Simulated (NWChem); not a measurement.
Molecule: SiH2ClF; SMILES F[SiH2]Cl

```xyz
5

Si    -0.5024     0.5632     0.0000
F      0.7383     1.5825     0.0000
Cl     0.2116    -1.3703     0.0000
H     -1.2881     0.7631    -1.2351
H     -1.2881     0.7631     1.2351
```
Atoms are numbered in this order, from 1.

All runs: NWChem. Pople sets run with spherical d functions. The geometry was optimised at B3LYP/6-31G* (spherical d). Level: B3LYP/6-31G* with SMD (1 M gas to 1 M solution), gas-phase geometry. Reactions with the solvent are ignored.

```tsv
solvent	dielectric constant	solvation free energy (kcal/mol)	cavity-dispersion-structure term (kcal/mol)	dipole in solution (D)
water	78.4	0.4	2.3	2.06
dimethyl sulfoxide	46.8	-1.6	0.3	2.05
benzene	2.27	-2.1	-1.1	1.87
ethylene glycol	40.2	-1.3	0.6	2.05
tetrahydrofuran	7.43	-2.2	-0.5	2.00
```
